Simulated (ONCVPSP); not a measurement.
## Ge (Z = 32): ONCV pseudisation with PBE, scalar-relativistic reference atom.

ONCVPSP 4.0.1 was run on this input:

```
# ATOM AND REFERENCE CONFIGURATION
# atsym  z   nc   nv     iexc    psfile
  Ge 32.00    6    1        4      upf
#
#   n    l    f
    1    0    2.00
    2    0    2.00
    2    1    6.00
    3    0    2.00
    3    1    6.00
    3    2   10.00
    4    0    2.00
#
# PSEUDOPOTENTIAL AND OPTIMIZATION
# lmax
    2
#
#   l,   rc,      ep,       ncon, nbas, qcut
    0    1.70    0.00    3    6    3.50
    1    1.50    0.36    4    8    4.40
    2    1.55    0.06    4    7    5.80
#
# LOCAL POTENTIAL
# lloc, lpopt,  rc(5),   dvloc0
    4    5    1.30    6.00
#
# VANDERBILT-KLEINMAN-BYLANDER PROJECTORs
# l, nproj, debl
    0    2    3.70
    1    1    1.30
    2    3    0.90
#
# MODEL CORE CHARGE
# icmod, fcfact, rcfact
    3    3.00    1.15
#
# LOG DERIVATIVE ANALYSIS
# epsh1, epsh2, depsh
   -3.00    5.00    0.02
#
# OUTPUT GRID
# rlmax, drl
    6.00    0.01
#
# TEST CONFIGURATIONS
# ncnf
    4
# nvcnf
#   n    l    f
    2
    4    0    2.00
    4    1    2.00
#
    2
    4    0    2.00
    4    1    1.00
#
    1
    4    0    1.00
#
    2
    4    0    0.00
    4    1    4.00
#
```

Command:

```bash
oncvpsp.x < Ge.dat > Ge.out
```

The program printed (shortened: citation, most of the input echo, consistency checks and plot data are left out):

```
ONCVPSP  (Optimized Norm-Conservinng Vanderbilt PSeudopotential)
scalar-relativistic version 4.0.1

#   n    l    f        energy (Ha)
    1    0    2.00    -4.0355958E+02
    2    0    2.00    -5.1147344E+01
    2    1    6.00    -4.4787768E+01
    3    0    2.00    -6.9251608E+00
    3    1    6.00    -4.9822015E+00
    3    2   10.00    -1.8078642E+00
    4    0    2.00    -1.0749104E+00

Reference configufation results
  iterations    22
  all-electron total energy (Ha)   -2.09799220D+03

Begin loop to  construct optimized pseudo wave functions
and semi-local pseudopoentials for all angular momenta

   Wellstate for l =  0  n =  7
     eigenvalue =   2.6251
     asymptotic potential =   3.1251
     half-point radius =  3.8239

Calculating optimized projector #   1

 for l=   0

    Fraction of norm inside rc  0.397675
    Optimizing pswf for qcut=   3.49 a_B^-1,  ecut=   6.10 Ha
    Residual kinetic energy error=  5.74D-03 Ha

    Energy error per electron        Cutoff
         Ha          eV             Ha
         0.01000     0.27211        5.37
         0.00100     0.02721       21.75
         0.00010     0.00272       34.63
         0.00001     0.00027       70.70

Calculating optimized projector #   2

 for l=   0

    Fraction of norm inside rc  0.051969
    Optimizing pswf for qcut=   3.49 a_B^-1,  ecut=   6.10 Ha
    Residual kinetic energy error=  6.45D-02 Ha

    Energy error per electron        Cutoff
         Ha          eV             Ha
         0.01000     0.27211        8.71
         0.00100     0.02721       29.47
         0.00010     0.00272       40.52
         0.00001     0.00027       48.99

WARNING wellstate: moderately localized bound state found for n= 4 l=  1
WARNING scattering state with energy  0.05000000
WARNING will be used for the first projector

   Wellstate for l =  1  n =  5
     eigenvalue =   0.0500
     asymptotic potential =   0.5500
     half-point radius =  4.0467

Calculating optimized projector #   1

 for l=   1

    Fraction of norm inside rc  0.081028
    Optimizing pswf for qcut=   4.41 a_B^-1,  ecut=   9.70 Ha
    Residual kinetic energy error=  6.05D-04 Ha

    Energy error per electron        Cutoff
         Ha          eV             Ha
         0.01000     0.27211        2.95
         0.00100     0.02721        8.87
         0.00010     0.00272       20.36
         0.00001     0.00027       79.22

   Wellstate for l =  2  n =  5
     eigenvalue =   0.0600
     asymptotic potential =   0.5600
     half-point radius =  7.2971

   Wellstate for l =  2  n =  5
     eigenvalue =   0.9600
     asymptotic potential =   1.4600
     half-point radius =  3.3673

   Wellstate for l =  2  n =  6
     eigenvalue =   1.8600
     asymptotic potential =   2.3600
     half-point radius =  3.9128

Calculating optimized projector #   1

 for l=   2

    Fraction of norm inside rc  0.036264
    Optimizing pswf for qcut=   5.81 a_B^-1,  ecut=  16.88 Ha
    Residual kinetic energy error=  1.05D-02 Ha

    Energy error per electron        Cutoff
         Ha          eV             Ha
         0.01000     0.27211       17.16
         0.00100     0.02721       62.33
         0.00010     0.00272       75.06
         0.00001     0.00027      106.48

Calculating optimized projector #   2

 for l=   2

    Fraction of norm inside rc  0.093466
    Optimizing pswf for qcut=   5.81 a_B^-1,  ecut=  16.88 Ha
    Residual kinetic energy error=  1.89D-02 Ha

    Energy error per electron        Cutoff
         Ha          eV             Ha
         0.01000     0.27211       34.42
         0.00100     0.02721       91.99
         0.00010     0.00272      108.61
         0.00001     0.00027      164.01

Calculating optimized projector #   3

 for l=   2

    Fraction of norm inside rc  0.084642
    Optimizing pswf for qcut=   5.81 a_B^-1,  ecut=  16.88 Ha
    Residual kinetic energy error=  5.32D-02 Ha

    Energy error per electron        Cutoff
         Ha          eV             Ha
         0.01000     0.27211       66.75
         0.00100     0.02721      119.97
         0.00010     0.00272      140.10
         0.00001     0.00027      205.72

Construct Vanderbilt / Kleinmman-Bylander projectors

B matrix Hermiticity error, ll=   0
   1   2    1.9270E-04

  Orthonormal projector coefficients  5.8667E+00  1.6718E+00

B matrix Hermiticity error, ll=   2
   1   2   -2.3141E-05
   1   3    4.3783E-05
   2   3    3.5308E-05

  Orthonormal projector coefficients -8.3580E+01 -2.0205E+01  7.2798E+00

Model core correction analysis
  based on d2Exc/dn_idn_j

d2excae - all-electron derivatives

   -4.523377D-02

d2excps - pseudofunction derivatives with no core correction

   -6.355952D-02

rms 2nd derivative error    1.832576E-02

rmatch, rhocmatch    1.5759    0.5216

Teter function model core charge with specified parameters

d2excps - pseudofunction derivatives with core correction

   -5.649565D-02

rms 2nd derivative error    1.126188E-02

Pseudoatom total energy   -2.957565

Diagnostic tests using Vanderbilt-Kleinman-Bylander pseudopotentials
  1 or more projectors used as specified by nproj input data

   l    rcore       rmatch      e in        delta e   norm test  slope test

   0   1.7033529   1.7550704  -1.0749104   0.0000493   1.0000601   1.0008836
   0   1.7033529   1.7550704   2.6250896  -0.0000067   1.0003582   1.0003582

   1   1.5022667   1.5478788   0.0500000   0.0000186   1.0000036   1.0000036

   2   1.5571661   1.6044450   0.0600000   0.0000217   1.0002084   1.0002084
run_diag: lschvkbbe ERROR   2   3   2  60  9.59999999E-01  8.13999999E-01
   2   1.5571661   1.6044450   0.9600000  -0.1460000   1.3957302   0.9144659
run_diag: lschvkbbe ERROR   3   3   2  60  1.86000001E+00  1.62400001E+00
   2   1.5571661   1.6044450   1.8600000  -0.2360000   0.9710296   1.6264142

 Testing for bound ghosts
   n   l    E NL Schr. Eq   E Basis Diag.   E Cutoff

   1   0       -1.074861       -1.072637     43.09

   2   1       -0.731974       -0.703241     97.78

       2                       -1.802234    140.51  WARNING - GHOST(-)
   3   2       -0.328260       -0.191288    140.51

 Testing for highly-localized positive-energy ghosts
       l    <radius>/rc     E Basis Diag.   E Cutoff

       0        0.727739        6.164317     43.09  WARNING - GHOST(+)

Test configuration 0

   n   l     f        eae           eps        diff
   1   0  2.0000 -403.55957955
   2   0  2.0000  -51.14734444
   2   1  6.0000  -44.78776752
   3   0  2.0000   -6.92516083
   3   1  6.0000   -4.98220147
   3   2 10.0000   -1.80786425
   4   0  2.0000   -1.07491036   -1.07486104    4.93D-05

    Total energies and differences
      AE_ref= -2.09799220D+03  AE_tst= -2.09799220D+03  dif=  0.00D+00
      PS_ref= -2.95756465D+00  PS_tst= -2.95756465D+00  dif= -6.66D-15
      PSP excitation error=  6.66D-15

Test configuration 1

   n   l     f        eae           eps        diff
   1   0  2.0000 -402.81570560
   2   0  2.0000  -50.41248757
   2   1  6.0000  -44.05181077
   3   0  2.0000   -6.19192659
   3   1  6.0000   -4.24897334
   3   2 10.0000   -1.07715362
   4   0  2.0000   -0.43112376   -0.42949007    1.63D-03
   4   1  2.0000   -0.14315416   -0.14651241   -3.36D-03

    Total energies and differences
      AE_ref= -2.09799220D+03  AE_tst= -2.09883316D+03  dif= -8.41D-01
      PS_ref= -2.95756465D+00  PS_tst= -3.80779439D+00  dif= -8.50D-01
      PSP excitation error=  9.28D-03

Test configuration 2

   n   l     f        eae           eps        diff
   1   0  2.0000 -403.15060002
   2   0  2.0000  -50.74465659
   2   1  6.0000  -44.38432619
   3   0  2.0000   -6.52362329
   3   1  6.0000   -4.58069972
   3   2 10.0000   -1.40818962
   4   0  2.0000   -0.72980429   -0.72983852   -3.42D-05
   4   1  1.0000   -0.41315242   -0.41812179   -4.97D-03

    Total energies and differences
      AE_ref= -2.09799220D+03  AE_tst= -2.09855959D+03  dif= -5.67D-01
      PS_ref= -2.95756465D+00  PS_tst= -3.52988825D+00  dif= -5.72D-01
      PSP excitation error=  4.94D-03

Test configuration 3

   n   l     f        eae           eps        diff
   1   0  2.0000 -404.08879965
   2   0  2.0000  -51.66384468
   2   1  6.0000  -45.30535013
   3   0  2.0000   -7.44173834
   3   1  6.0000   -5.49827965
   3   2 10.0000   -2.31871468
   4   0  1.0000   -1.48670540   -1.48083346    5.87D-03

    Total energies and differences
      AE_ref= -2.09799220D+03  AE_tst= -2.09671363D+03  dif=  1.28D+00
      PS_ref= -2.95756465D+00  PS_tst= -1.68059215D+00  dif=  1.28D+00
      PSP excitation error=  1.60D-03

Test configuration 4

   n   l     f        eae           eps        diff
   1   0  2.0000 -402.94436209
   2   0  2.0000  -50.53585228
   2   1  6.0000  -44.17516320
   3   0  2.0000   -6.31937555
   3   1  6.0000   -4.37602391
   3   2 10.0000   -1.20052774
   4   1  4.0000   -0.19132028   -0.19466651   -3.35D-03

    Total energies and differences
      AE_ref= -2.09799220D+03  AE_tst= -2.09823798D+03  dif= -2.46D-01
      PS_ref= -2.95756465D+00  PS_tst= -3.22211110D+00  dif= -2.65D-01
      PSP excitation error=  1.88D-02
```

Note: ghosts flagged at negative energy: d at -49.0 eV; GHOST(+) flagged for s at 167.7 eV. A true bound ghost makes a file unfit for plane-wave use.

The run took about 4.9 s on one core of a shared server CPU.
